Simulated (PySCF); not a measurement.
A structure optimised at PBE-D3(BJ)/def2-SVP, used in a PySCF frequency run:

```xyz
10

Si     1.6653     0.2073    -0.7130
Cl     1.1589     0.0166     1.3659
O      0.1655     0.2172    -1.3833
Al    -1.1330    -0.0891    -0.2263
O     -1.6122    -1.7233    -0.0623
O     -2.1586     1.1683     0.3223
H      2.5125    -0.9747    -1.0633
H      2.4151     1.4949    -0.8590
H     -2.3947    -1.9464     0.4652
H     -1.9767     2.1038     0.1473
```

**Question.** Write its SMILES and formula.

**Answer.** [OH][Al]([OH])[O][SiH2]Cl, AlClH4O3Si

**Question.** What are its rotational constants (standard atomic weights)?

**Answer.** 2.5665, 1.3224, 1.2129 GHz
